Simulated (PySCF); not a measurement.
## Excitation energy of Si by level of theory

Si [Ne] 3s2 3p2 (3P) → Si [Ne] 3s1 3p3 (5S), as a difference of total energies. Calculation: PySCF 2.14, in aug-cc-pV(Q+d)Z; the non-relativistic Hamiltonian (point nucleus). Correlated levels: valence: [Ne] frozen. The calculations carry no spin-orbit coupling.

| method | excitation energy (cm⁻¹) |
| --- | --- |
| UHF | 21019 |
| LDA | 34599 |
| PBE | 33902 |
| PBE0 | 32494 |
| r2SCAN | 28983 |
| MN15 | 33634 |
| BLYP | 37799 |
| M06 | 35410 |
| B2PLYP | 35111 |
| MP2 (valence) | 29291 |
| SCS-MP2 (valence) | 33272 |

A first-order spin-orbit estimate (lowest level to lowest level, LS coupling) adds 0.016 eV.
